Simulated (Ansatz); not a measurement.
Born–Oppenheimer molecular dynamics of AlClH₄O₂Si (9 atoms, charge 0, multiplicity 1). It goes on from the last frame of an earlier run, with new velocities.

Theory: RHF/6-31G in Ansatz.

```json
{
 "ensemble": "NVT, Nosé–Hoover chain",
 "time step": "0.5 fs",
 "steps asked": "100",
 "set temperature": "1500 K",
 "thermostat": "time constant 3 fs, chain length 1",
 "seed": "164964"
}
```

First frame:

```xyz
9
Properties=species:S:1:pos:R:3
Al -0.168 -0.218 0.145
Cl -0.001 0.428 2.185
O 1.140 -0.831 -0.677
Si 2.568 -1.375 -1.343
H 2.339 -1.759 -2.841
H 3.694 -0.333 -1.206
H 2.839 -2.637 -0.625
O -1.694 -0.063 -0.459
H -2.537 0.266 -0.736
```

(1) How far do the bonds stretch over the last three quarters of this one trajectory? (Pairs bonded in most of those frames.)

Results:

(1) 
```
   bond  mean (Å)  spread (Å)  shortest  longest
Al1–Cl2     2.238       0.107      2.07     2.36
 Al1–O3     1.698       0.020      1.64     1.74
 Al1–O8     1.697       0.050      1.62     1.76
 O3–Si4     1.723       0.039      1.67     1.78
 Si4–H5     1.533       0.086      1.39     1.65
 Si4–H6     1.525       0.076      1.40     1.64
 Si4–H7     1.504       0.052      1.42     1.58
  O8–H9     0.950       0.027      0.90     0.99
```

Mean temperature of the second half: 1510 K. The conserved energy stayed within 0.5 meV per atom of its start (net change 0.44 meV per atom), so the integration is sound. A run of 0.05 ps of so small a system gives no equilibrium averages. Limits of this set-up: no polarisation functions.

Time of the run: 2.8 min on 1 thread of Arm Neoverse V1, with other jobs on the host, peak memory 0.12 GiB.
